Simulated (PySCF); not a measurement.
Isomers of C4H9NSi2, mass 127.027 u with the commonest isotopes. Method: PBE0/def2-SVPD in PySCF (dipole) on a GFN2-xTB geometry, gas phase. One conformer each, none proved a minimum here; rigid rotors.

Question: Order these by rotational constant A, largest first.
A. `[N:1]#[C:2][C@@H:3]1[CH2:4][Si@H:5]1[CH2:6][SiH3:7]` with C4–Si5–C6–Si7 25°
B. `[N:1]#[C:2][C@@H:3]1[CH2:4][CH2:5][SiH2:6][SiH2:7]1` with C2–C3–C4–C5 -67°, C3–C4–C5–Si6 -52°, C4–C5–Si6–Si7 26°, C5–Si6–Si7–C3 1°
C. `[N:1]#[C:2][C@@H:3]1[CH2:4][Si@@H:5]1[CH2:6][SiH3:7]` with C4–Si5–C6–Si7 -134°

Answer: A (3923 MHz), B (2498 MHz), C (2380 MHz).

Question: Order these by out-of-plane moment Σ m c² = (Ia + Ib − Ic)/2, largest first.
A. `[N:1]#[C:2][C@@H:3]1[CH2:4][Si@@H:5]1[CH2:6][SiH3:7]` with C4–Si5–C6–Si7 -134°
B. `[N:1]#[C:2][C@@H:3]1[CH2:4][Si@H:5]1[CH2:6][SiH3:7]` with C4–Si5–C6–Si7 25°
C. `[N:1]#[C:2][C@@H:3]1[CH2:4][CH2:5][SiH2:6][SiH2:7]1` with C2–C3–C4–C5 -67°, C3–C4–C5–Si6 -52°, C4–C5–Si6–Si7 26°, C5–Si6–Si7–C3 1°

Answer: C (67.58 u·Å²), B (47.96 u·Å²), A (30.87 u·Å²).

Question: Order these by rotational constant C, largest first.
A. `[N:1]#[C:2][C@@H:3]1[CH2:4][CH2:5][SiH2:6][SiH2:7]1` with C2–C3–C4–C5 -67°, C3–C4–C5–Si6 -52°, C4–C5–Si6–Si7 26°, C5–Si6–Si7–C3 1°
B. `[N:1]#[C:2][C@@H:3]1[CH2:4][Si@@H:5]1[CH2:6][SiH3:7]` with C4–Si5–C6–Si7 -134°
C. `[N:1]#[C:2][C@@H:3]1[CH2:4][Si@H:5]1[CH2:6][SiH3:7]` with C4–Si5–C6–Si7 25°

Answer: A (1245 MHz), B (914.4 MHz), C (806.4 MHz).

```
                    SMILES  point group  Ia (u·Å²)  Ib (u·Å²)  Ic (u·Å²)      κ  μa (D)  μb (D)  μc (D)
N#C[C@@H]1C[Si@@H]1C[SiH3]           C1     212.35     402.08     552.70  -0.53    0.90    4.41    0.34
 N#C[C@@H]1C[Si@H]1C[SiH3]           C1     128.81     593.82     626.73  -0.97    5.49    1.02    0.83
 N#C[C@@H]1CC[SiH2][SiH2]1           C1     202.29     338.64     405.78  -0.61    2.96    0.06    2.71
```
